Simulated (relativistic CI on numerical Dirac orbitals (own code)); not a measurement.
## Pb XLIV: q coefficients and field-shift factors

These numbers are calculated, not measured: Dirac-Coulomb-Breit CI, KLI orbitals optimised for each configuration, derivatives by finite differences, unscaled Slater integrals, QED left out (own radial code, finite nucleus).

CI space (outside the closed core [Ar] 3d10): 4s2.4p6.4d3, 4s2.4p6.4d2.4f, 4s2.4p5.4d4, 4s2.4p6.4d.4f2, 4s.4p6.4d4, 4p6.4d5, 4s2.4p6.4d2.5s, 4s2.4p6.4d.4f.5s. Levels of other configurations are missing.

With x = (α/α₀)² − 1 an excitation energy changes as ω = ω₀ + qx; K = 2q/ω₀ is the relative enhancement. Terms are leading LS components, so labels can repeat. The field-shift factor is F = δν/δ⟨r²⟩ for the transition from the lowest level.

Lowest level 4s2.4p6.4d3 4F_3/2.

| Level | ω₀ (cm⁻¹) | q (cm⁻¹) | F (GHz/fm²) |
| --- | --- | --- | --- |
| 4s2.4p6.4d3 4F_5/2 | 225747 | 261800 | 11 |
| 4s2.4p6.4d3 4P_3/2 | 247378 | 258000 | 10.5 |
| 4s2.4p6.4d3 2G_7/2 | 266442 | 265500 | 11.2 |
| 4s2.4p6.4d3 4P_1/2 | 267419 | 260100 | 10.1 |
| 4s2.4p6.4d3 2H_9/2 | 269024 | 259300 | 11.7 |
| 4s2.4p6.4d3 2D_5/2 | 351626 | 274300 | 11.1 |
| 4s2.4p6.4d3 4F_7/2 | 485639 | 519800 | 21.9 |
| 4s2.4p6.4d3 4F_9/2 | 505466 | 524200 | 22.7 |
| 4s2.4p6.4d3 4P_3/2 | 518071 | 523300 | 20.8 |
| 4s2.4p6.4d3 2P_1/2 | 529840 | 524100 | 21.2 |
| 4s2.4p6.4d3 4P_5/2 | 535095 | 515100 | 19.9 |
| 4s2.4p6.4d3 2H_11/2 | 544206 | 521700 | 23.4 |
| 4s2.4p6.4d3 2D_5/2 | 568309 | 529800 | 20.7 |

At this charge energies of transitions that change n are usually good to better than 1 %, and those within a shell (Δn = 0) to a few per cent.

Which transition from the lowest level has the largest |K|?

4s2.4p6.4d3 4F_5/2 at 225747 cm⁻¹, K = 2.32.
